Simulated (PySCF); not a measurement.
# XPS shifts beside NMR shieldings

Species: C₃H₁₁ClPSi (charge +1).
Bonds: P1–Si2, Si2–C3, C3–C4, C4–C5, C5–Cl6. Hydrogens: H7, H8, H9 on P1; H10, H11 on Si2; H12, H13 on C3; H14, H15 on C4; H16, H17 on C5.

Binding energies: delta-SCF UKS SCAN, pcX-2 on the ionised atom, pcseg-1 elsewhere, spin-free X2C (PySCF). Shieldings: GIAO PBE0/pcSseg-1, non-relativistic, same geometry.

```csv
atom,isotropic shielding (ppm)
C3,174.4
C4,155.0
C5,126.5
```

Task: What are the C 1s binding energies of these atoms?

Result: 
```json
{"atom": "C3", "environment": "sp3 carbon bound to silicon", "C 1s (eV)": "294.82", "isotropic shielding (ppm)": "174.4"}
{"atom": "C4", "environment": "chain CH2 carbon", "C 1s (eV)": "295.04", "isotropic shielding (ppm)": "155.0"}
{"atom": "C5", "environment": "sp3 C–Cl carbon", "C 1s (eV)": "296.15", "isotropic shielding (ppm)": "126.5"}
```

Task: Among the listed atoms, is the one with the highest binding energy also the least shielded?

Result: Yes: C5 has both (296.15 eV, 126.5 ppm).

By binding energy: C3 < C4 < C5. By shielding: C5 < C4 < C3.

The species carries charge +1, so core ionisation leaves charge +2. Geometry: PBE0-D3(BJ)/def2-SVP, one conformer, isolated ion.

The values belong to the conformer `[PH3+:1][SiH2:2][CH2:3][CH2:4][CH2:5][Cl:6]`: P1–Si2–C3–C4 88°, Si2–C3–C4–C5 -72°, C3–C4–C5–Cl6 64°.
